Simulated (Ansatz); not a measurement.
Isolated molecules relaxed with PBE0-D4/def2-TZVP in Ansatz; ΔE leaves out vibrations. CBS: MP2 limit from def2 TZ/QZ plus the TZ coupled-cluster correction, frozen cores. One conformer a species, not always the lowest.

Reaction (substitution at a C–O bond): `COC1=CC1` + `N[SiH](N)[SiH3]` → `CN[SiH](N)[SiH3]` + `OC1=CC1`

```csv
species,CCSD(T)/CBS(def2) energy (Eh)
`COC1=CC1`,-230.87473
`N[SiH](N)[SiH3]`,-692.43145
`CN[SiH](N)[SiH3]`,-731.67656
`OC1=CC1`,-191.62882
```

Work out ΔE.

ΔE = (-731.67656) + (-191.62882) − (-230.87473) − (-692.43145) = 0.00080 Eh = +0.02 eV.

Largest T1 diagnostic among the species: 0.012.

In def2-TZVPP, CCSD(T) changes the Hartree–Fock value by −0.07 eV (the triples alone add −0.00 eV) and MP2 by −0.07 eV.
